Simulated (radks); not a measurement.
Mn+, configuration [Ar] 3d5 4s1 (the NIST ground configuration). All-electron calculation, scalar-relativistic Kohn-Sham, RPBE, spin-polarised, spherical densities, finite nucleus; open shells are filled with parallel spins first; Fermi nuclear charge, rms radius 3.7057 fm. Program: a radial shooting solver on a logarithmic mesh with Libxc functionals.

Normalised radial functions P(r) = r R(r), r in bohr:

```
   r/bohr * 4p up (the largest magnitude, 0.582, reaches the edge; | marks zero)
 0.006949                             *
 0.009121                             *
  0.01197                             *
  0.01584                             *
  0.02079                             |*
  0.02751                             |*
  0.03611                             | *
   0.0474                             |  *
  0.06271                             |   *
  0.08231                             |    *
   0.1089                             |     *
    0.143                             |      *
   0.1876                             |     *
   0.2483                             |  *
   0.3259                            *|
   0.4277                      *      |
    0.566                  *          |
   0.7429                  *          |
   0.9829                        *    |
     1.29                             |    *
    1.693                             |               *
    2.241                             |                       *
    2.941                             |                          *
     3.86                             |                      *
    5.108                             |               *
    6.705                             |      *
    8.871                             | *
    11.64                             *
```

4p up (empty): eigenvalue -7.638 eV, 2 radial nodes at r = 0.305, 1.14 bohr, <r> = 3.48 bohr, 90 % of the charge inside 5.29 bohr.
